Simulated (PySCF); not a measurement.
pent-1-en-4-yne (C₅H₆), SMILES C#CCC=C.

Geometry: B3LYP-D3(BJ)/def2-SVP. Other conformers were not sampled.

Method: SMD-B3LYP/6-31G* in PySCF.

Solvation free energies are E(SMD) − E(gas) at the gas-phase geometry, for 1 M in both phases. In vacuum the dipole moment is 0.50 D.

Question: Rank water, chlorobenzene, benzene by solvation free energy, most negative first.

Answer: chlorobenzene (-4.7 kcal/mol), benzene (-3.3 kcal/mol), water (-0.3 kcal/mol)
